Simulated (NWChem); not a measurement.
# C5H6; SMILES C#CC1CC1

```xyz
11

C     -0.2058     2.2751     0.0000
C      0.1513     1.1164     0.0000
C      0.5753    -0.2582     0.0000
C     -0.2248    -1.3025    -0.7456
C     -0.2248    -1.3025     0.7456
H     -0.5201     3.3020     0.0000
H      1.6623    -0.3942     0.0000
H     -1.1237    -0.9614    -1.2645
H      0.3387    -2.0773    -1.2718
H      0.3387    -2.0773     1.2718
H     -1.1237    -0.9614     1.2645
```
Atoms are numbered in this order, from 1.

Program: NWChem. Pople sets run with spherical d functions. Geometry: optimised at PBE0/def2-SVP. Total energies compare along this basis series because the functional is fixed.

```
level            basis functions  energy (Ha)  highest occupied level (eV)  orbital gap (eV)  dipole (D)  relative time
---------------  ---------------  -----------  ---------------------------  ----------------  ----------  -------------
B3LYP/STO-3G                  31    -191.6573                        -5.18              9.55        0.65              1
B3LYP/3-21G                   57    -192.9701                        -6.73              8.25        0.86              2
B3LYP/6-31G*                  82    -194.0323                        -6.55              7.91        0.84              3
B3LYP/def2-SVP               100    -193.8993                        -6.85              7.75        0.89              3
B3LYP/def2-SVPD              148    -193.9102                        -7.00              7.36        0.96             10
B3LYP/def2-TZVP              191    -194.1152                        -6.95              7.51        0.98             10
```

The last column is a rough cost ratio, cheapest run = 1.
